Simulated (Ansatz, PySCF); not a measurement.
Bond stretch in BrCl, singlet.

- UCCSD = CCSD on UHF/cc-pVTZ, cores with 3d frozen (Ansatz, a first-principles code)
- UKS-LDA (SVWN5)/6-31G* = PySCF with unrestricted LDA (SVWN5)/6-31G*, spherical d
- UKS-M06-2X/6-31G* = unrestricted M06-2X/6-31G*, spherical d run with PySCF
- RHF/cc-pVTZ (PySCF)
- UCCSD(T) = Ansatz with CCSD(T) on UHF/cc-pVTZ, cores with 3d frozen

Energies are in mEh, each relative to the lowest point of its own curve near equilibrium.

```json
[
 {"R / Å": "1.71", "UCCSD": "138.1", "UKS-LDA (SVWN5)/6-31G*": "134.3", "UKS-M06-2X/6-31G*": "139.4", "RHF": "134.2", "UCCSD(T)": "139.4"},
 {"R / Å": "1.81", "UCCSD": "69.0", "UKS-LDA (SVWN5)/6-31G*": "66.9", "UKS-M06-2X/6-31G*": "69.6", "RHF": "65.3", "UCCSD(T)": "70.1"},
 {"R / Å": "1.93", "UCCSD": "23.6", "UKS-LDA (SVWN5)/6-31G*": "22.8", "UKS-M06-2X/6-31G*": "23.8", "RHF": "20.9", "UCCSD(T)": "24.4"},
 {"R / Å": "2.00", "UCCSD": "9.8", "UKS-LDA (SVWN5)/6-31G*": "9.5", "UKS-M06-2X/6-31G*": "9.9", "RHF": "?", "UCCSD(T)": "10.4"},
 {"R / Å": "2.08", "UCCSD": "1.8", "UKS-LDA (SVWN5)/6-31G*": "1.8", "UKS-M06-2X/6-31G*": "1.9", "RHF": "1.0", "UCCSD(T)": "2.1"},
 {"R / Å": "2.13", "UCCSD": "0.0", "UKS-LDA (SVWN5)/6-31G*": "0.0", "UKS-M06-2X/6-31G*": "0.0", "RHF": "0.0", "UCCSD(T)": "0.0"},
 {"R / Å": "2.24", "UCCSD": "1.9", "UKS-LDA (SVWN5)/6-31G*": "1.9", "UKS-M06-2X/6-31G*": "2.0", "RHF": "4.1", "UCCSD(T)": "1.3"},
 {"R / Å": "2.28", "UCCSD": "4.1", "UKS-LDA (SVWN5)/6-31G*": "4.0", "UKS-M06-2X/6-31G*": "4.3", "RHF": "7.2", "UCCSD(T)": "3.2"},
 {"R / Å": "2.35", "UCCSD": "9.8", "UKS-LDA (SVWN5)/6-31G*": "8.9", "UKS-M06-2X/6-31G*": "9.5", "RHF": "14.0", "UCCSD(T)": "8.2"},
 {"R / Å": "2.47", "UCCSD": "22.7", "UKS-LDA (SVWN5)/6-31G*": "19.8", "UKS-M06-2X/6-31G*": "21.4", "RHF": "28.5", "UCCSD(T)": "19.9"},
 {"R / Å": "2.66", "UCCSD": "43.6", "UKS-LDA (SVWN5)/6-31G*": "39.5", "UKS-M06-2X/6-31G*": "43.1", "RHF": "54.7", "UCCSD(T)": "41.2"},
 {"R / Å": "2.89", "UCCSD": "60.7", "UKS-LDA (SVWN5)/6-31G*": "60.8", "UKS-M06-2X/6-31G*": "57.0", "RHF": "86.4", "UCCSD(T)": "62.2"},
 {"R / Å": "3.16", "UCCSD": "69.0", "UKS-LDA (SVWN5)/6-31G*": "79.1", "UKS-M06-2X/6-31G*": "63.6", "RHF": "119.5", "UCCSD(T)": "73.4"},
 {"R / Å": "3.53", "UCCSD": "71.8", "UKS-LDA (SVWN5)/6-31G*": "95.8", "UKS-M06-2X/6-31G*": "68.2", "RHF": "?", "UCCSD(T)": "77.3"},
 {"R / Å": "3.88", "UCCSD": "72.2", "UKS-LDA (SVWN5)/6-31G*": "105.5", "UKS-M06-2X/6-31G*": "70.1", "RHF": "179.8", "UCCSD(T)": "77.9"},
 {"R / Å": "4.24", "UCCSD": "72.3", "UKS-LDA (SVWN5)/6-31G*": "111.6", "UKS-M06-2X/6-31G*": "70.9", "RHF": "198.1", "UCCSD(T)": "78.1"},
 {"R / Å": "4.78", "UCCSD": "72.6", "UKS-LDA (SVWN5)/6-31G*": "?", "UKS-M06-2X/6-31G*": "71.7", "RHF": "216.4", "UCCSD(T)": "78.3"},
 {"R / Å": "5.21", "UCCSD": "72.7", "UKS-LDA (SVWN5)/6-31G*": "115.5", "UKS-M06-2X/6-31G*": "71.9", "RHF": "225.9", "UCCSD(T)": "78.5"},
 {"R / Å": "5.78", "UCCSD": "72.8", "UKS-LDA (SVWN5)/6-31G*": "116.1", "UKS-M06-2X/6-31G*": "72.1", "RHF": "234.3", "UCCSD(T)": "78.6"},
 {"R / Å": "6.30", "UCCSD": "72.9", "UKS-LDA (SVWN5)/6-31G*": "116.1", "UKS-M06-2X/6-31G*": "72.2", "RHF": "?", "UCCSD(T)": "78.6"},
 {"R / Å": "7.52", "UCCSD": "72.9", "UKS-LDA (SVWN5)/6-31G*": "?", "UKS-M06-2X/6-31G*": "72.2", "RHF": "247.6", "UCCSD(T)": "78.7"},
 {"R / Å": "8.61", "UCCSD": "72.9", "UKS-LDA (SVWN5)/6-31G*": "—", "UKS-M06-2X/6-31G*": "72.2", "RHF": "?", "UCCSD(T)": "78.7"}
]
```

Complete the blanks.


- 2.00, RHF: 7.8
- 3.53, RHF: 155.2
- 4.78, UKS-LDA (SVWN5)/6-31G*: 114.8
- 6.30, RHF: 239.6
- 7.52, UKS-LDA (SVWN5)/6-31G*: 116.2
- 8.61, RHF: 252.4

Dashes: no converged value, or the column stops at the first point that the program doubted or that broke a chosen test of continuity, which isn't proof of a fault.

The unrestricted determinant behind UCCSD, UCCSD(T) is spin-contaminated at 2.35 to 8.61 Å (<S²> up to 1.0, against 0.00 for a pure singlet). The unrestricted determinant behind UKS-LDA (SVWN5)/6-31G* is spin-contaminated at 2.89 to 8.61 Å (<S²> up to 1.0, against 0.00 for a pure singlet). The unrestricted determinant behind UKS-M06-2X/6-31G* is spin-contaminated at 2.66 to 8.61 Å (<S²> up to 1.0, against 0.00 for a pure singlet). The restricted form behind RHF keeps the bonding electrons paired and can't separate into open-shell fragments.
